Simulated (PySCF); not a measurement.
**Fractional electron number in Cl⁺ (chlorine, charge +1)**

The 3p beta orbital of [Ne] 3s2 3p4 is emptied in steps (occupation f), with all orbitals relaxed, ending at [Ne] 3s2 3p3. Computed with PySCF 2.14 in aug-cc-pVTZ-DK (6s5p3d2f, 50 functions), with the spin-free X2C one-electron Hamiltonian (Gaussian nucleus). The exact energy is a straight line in f; departures are measured from the line between the end points of the same method.

```csv
f,UHF (eV),LDA (eV),PBE (eV),PBE0 (eV),r2SCAN (eV),LC-wPBE (eV),BHandHLYP (eV),wB97X (eV),r2SCAN0 (eV),MN15 (eV)
1,0.000,0.000,0.000,0.000,0.000,0.000,0.000,0.000,0.000,0.000
0.8,0.164,-0.903,-0.876,-0.621,-0.808,-0.151,-0.385,-0.221,-0.573,-0.494
0.6,0.240,-1.357,-1.311,-0.929,-1.201,-0.221,-0.581,-0.332,-0.850,-0.731
0.4,0.234,-1.358,-1.306,-0.923,-1.187,-0.214,-0.586,-0.334,-0.839,-0.717
0.2,0.152,-0.905,-0.864,-0.610,-0.779,-0.137,-0.394,-0.225,-0.550,-0.464
0,0.000,0.000,0.000,0.000,0.000,0.000,0.000,0.000,0.000,0.000
```

| method | E(f=0) − E(f=1) (eV) | −ε at f=1 (eV) | −ε at f=0.4 (eV) |
| --- | --- | --- | --- |
| UHF | 22.573 | 23.629 | 22.349 |
| LDA | 23.948 | 18.322 | 25.079 |
| PBE | 23.831 | 18.354 | 24.955 |
| PBE0 | 23.826 | 19.934 | 24.628 |
| r2SCAN | 23.795 | 18.713 | 24.863 |
| LC-wPBE | 23.982 | 23.025 | 24.200 |
| BHandHLYP | 23.780 | 21.389 | 24.243 |
| wB97X | 23.851 | 22.470 | 24.117 |
| r2SCAN0 | 23.782 | 20.174 | 24.544 |
| MN15 | 23.908 | 20.796 | 24.592 |

Orbital energy along the path (eV):

```csv
f,UHF,LDA,PBE,PBE0,r2SCAN,LC-wPBE,BHandHLYP,wB97X,r2SCAN0,MN15
1,-23.629,-18.322,-18.354,-19.934,-18.713,-23.025,-21.389,-22.470,-20.174,-20.796
0.8,-23.167,-20.552,-20.551,-21.504,-20.799,-23.429,-22.324,-23.020,-21.661,-22.081
0.6,-22.742,-22.808,-22.759,-23.074,-22.856,-23.826,-23.275,-23.572,-23.122,-23.356
0.4,-22.349,-25.079,-24.955,-24.628,-24.863,-24.200,-24.243,-24.117,-24.544,-24.592
0.2,-21.984,-27.347,-27.110,-26.145,-26.782,-24.530,-25.236,-24.672,-25.896,-25.733
0,-21.642,-29.590,-29.175,-27.590,-28.609,-24.787,-26.275,-25.305,-27.175,-26.681
```

Reference removal energy between the ground levels: 23.814 eV (measured; NIST Atomic Spectra Database, ionization energies). The calculation has no spin-orbit coupling. UHF lacks correlation.
